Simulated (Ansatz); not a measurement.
`ClC=[Se]` and `C=[Se]` differ in one atom or group.

Ansatz, PBE0-D4/def2-TZVP geometries, multiplicity 1. 

Scalar relativity is left out up to krypton. Spin–orbit coupling is left out; it splits and shifts lone-pair levels of the heavy atoms by tenths of an eV.

```csv
property,`ClC=[Se]`
zero-point energy (PBE0-D4/def2-TZVP) / kJ/mol,43.0
HOMO energy (ωB97M-V/def2-TZVPP) / eV,-8.99
LUMO energy (B3LYP/def2-TZVPP) / eV,-3.10
HOMO energy (B3LYP/def2-TZVPP) / eV,-6.60
HOMO energy (PBE/def2-TZVPP) / eV,-5.68
HOMO energy (PBE0/def2-TZVPP) / eV,-6.85
```

Problem. What does the change do to each property? (An estimate is asked.)

Solution. The calculation gave: 
| property | `C=[Se]` | shift |
| --- | --- | --- |
| zero-point energy (PBE0-D4/def2-TZVP) / kJ/mol | 63.4 | 20.4 |
| HOMO energy (ωB97M-V/def2-TZVPP) / eV | -8.60 | 0.39 |
| LUMO energy (B3LYP/def2-TZVPP) / eV | -2.98 | 0.12 |
| HOMO energy (B3LYP/def2-TZVPP) / eV | -6.20 | 0.40 |
| HOMO energy (PBE/def2-TZVPP) / eV | -5.27 | 0.41 |
| HOMO energy (PBE0/def2-TZVPP) / eV | -6.43 | 0.42 |

With PBE0 the HOMO rises by 0.42 eV and the LUMO rises by 0.14 eV, so the gap narrows by about 0.28 eV. PBE moves the HOMO by 0.41 eV and ωB97M-V by 0.39 eV.

B3LYP here is the variant with VWN-RPA as its local correlation; programs differ in this.
